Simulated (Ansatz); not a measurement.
Stepwise reaction of `[CH3][In]([CH3])[SeH]` with hydrogen, as a gas-phase model of exchange steps in deposition or etching. ΔE in kJ/mol.

Isolated molecules relaxed with PBE0-D4/def2-TZVP in Ansatz; ΔE leaves out vibrations. CBS: MP2 limit from def2 TZ/QZ plus the TZ coupled-cluster correction, frozen cores. This one scheme is used for every species. DFT in def2-TZVPP. B3LYP here is the variant with VWN-RPA as its local correlation; programs differ in this. Elements past krypton have def2 core potentials. For In, Se outer-core shells are correlated without core-valence functions, which leaves a few kJ/mol of doubt a bond. Scalar relativity is left out up to krypton. One conformer a species, not always the lowest.

```tsv
step	reaction	PBE-D4	B3LYP-D4	ωB97M-V	CCSD(T)/CBS
1	`[CH3][In]([CH3])[SeH]` + H₂ → `[CH3][InH][SeH]` + CH₄	-41.7	-46.4	-45.5	-37.8
2	`[CH3][InH][SeH]` + H₂ → `[SeH][InH2]` + CH₄	-40.9	-45.7	-44.8	-37.0
```

(1) By hand: ΔE of the 2 steps together at CCSD(T)/CBS.

## Answers

(1) (-37.8) + (-37.0) = -74.8 kJ/mol, or -37.4 kJ/mol a step.

In ΔE the steps differ by no more than 0.8 kJ/mol. All are downhill at CCSD(T)/CBS. PBE-D4 differs from CCSD(T)/CBS by -3.9 to -3.9 kJ/mol a step. Only this route is followed, and other bonds may react first. Isolated molecules leave out the surface, adducts and barriers. Largest T1 diagnostic: 0.013.
